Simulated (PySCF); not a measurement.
Order these species by their calculated properties.

Species are written as SMILES; each is one conformer at its optimised geometry, gas phase, non-relativistic unless stated. Electronic properties by PySCF.

The conformers computed, where there is a choice (atom-mapped SMILES and torsion angles):
- `[H][P:3]([CH:2]=[CH2:1])([CH3:4])([CH:5]=[CH2:6])[CH:7]=[CH2:8]`: C1–C2–P3–C4 56°, C2–P3–C5–C6 -36°, C2–P3–C7–C8 -46°
- `[CH2:1]=[CH:2][CH2:3][P@@:4](=[CH2:5])([CH3:6])[CH:7]=[CH2:8]`: C1–C2–C3–P4 99°, C2–C3–P4–C5 -176°, C3–P4–C7–C8 148°
- `[CH2:1]=[CH:2][P@@:3](=[CH2:4])([CH3:5])/[CH:6]=[CH:7]\[CH3:8]`: C1–C2–P3–C4 -17°, C2–P3–C6–C7 61°
- `[CH3:1][N:2]([CH3:3])[Si@@H:4]([SiH3:5])[SiH2:6][PH2:7]`: C1–N2–Si4–Si5 68°, N2–Si4–Si6–P7 166°, H–P7–Si6–Si4 -43°, H–P7–Si6–Si4 50°
- `[CH3:1][CH:2]=[C:3]=[P:4][CH2:5][CH:6]([CH3:7])[CH3:8]`: C3–P4–C5–C6 89°, P4–C5–C6–C7 62°
- `[CH3:1][c:2]1[n:3][cH:4][c:5]([C:6]([F:7])([F:8])[F:9])[cH:10][p:11]1`: C4–C5–C6–F7 -105°

The conformers of `O=C[SiH2][C@@H]([SiH3])CCO`, `C[P@@+]1(C(F)=C(F)F)C=CCC1` and `CCP1C=C(C)CC1` aren't listed.

Question: Rank by dipole moment, highest first (PBE0/pcSseg-1 at GFN2-xTB geometries).
A. `C=C[P@@](=C)(C)/C=C\C`
B. `C=C[PH](C)(C=C)C=C`
C. `CN(C)[Si@@H]([SiH3])[SiH2]P`
D. `C=CC[P@@](=C)(C)C=C`

Answer: A (3.05 D), D (2.62 D), C (2.25 D), B (0.12 D).

Question: By how much do the two ends of that ranking differ?

Answer: By 2.93 D, between `C=C[P@@](=C)(C)/C=C\C` and `C=C[PH](C)(C=C)C=C`.

Question: Rank by HOMO energy, highest first (PBE0/pcSseg-1 at GFN2-xTB geometries).
A. `C[P@@+]1(C(F)=C(F)F)C=CCC1`
B. `O=C[SiH2][C@@H]([SiH3])CCO`
C. `C=C[P@@](=C)(C)/C=C\C`
D. `CN(C)[Si@@H]([SiH3])[SiH2]P`

Answer: C (-5.11 eV), D (-6.31 eV), B (-7.15 eV), A (-12.05 eV).

Question: Give the two extremes of that set in hartree.

Answer: `C[P@@+]1(C(F)=C(F)F)C=CCC1`: -0.443 Eh; `C=C[P@@](=C)(C)/C=C\C`: -0.188 Eh.

Question: Rank by smallest rotational constant, highest first (GFN2-xTB).
A. `C=CC[P@@](=C)(C)C=C`
B. `CC=C=PCC(C)C`
C. `C=C[PH](C)(C=C)C=C`
D. `C=C[P@@](=C)(C)/C=C\C`
E. `CC1=PC=C(C(F)(F)F)C=N1`

Answer: C (1.256 GHz), D (1.116 GHz), A (1.002 GHz), B (0.737 GHz), E (0.494 GHz).

Question: By how much do the two ends of that ranking differ?

Answer: By 0.762 GHz, between `C=C[PH](C)(C=C)C=C` and `Cc1ncc(C(F)(F)F)cp1`.

Question: Rank by HOMO–LUMO gap, highest first (PBE0/pcSseg-1 at GFN2-xTB geometries).
A. `C=C[P@@](=C)(C)/C=C\C`
B. `CCP1C=C(C)CC1`
C. `CC=C=PCC(C)C`
D. `O=C[SiH2][C@@H]([SiH3])CCO`
E. `C[P@@+]1(C(F)=C(F)F)C=CCC1`

Answer: E (6.61 eV), B (6.27 eV), C (5.67 eV), D (5.38 eV), A (4.53 eV).

Question: Give the two extremes of that set in kcal/mol.

Answer: `C=C[P@@](=C)(C)/C=C\C`: 104 kcal/mol; `C[P@@+]1(C(F)=C(F)F)C=CCC1`: 152 kcal/mol.
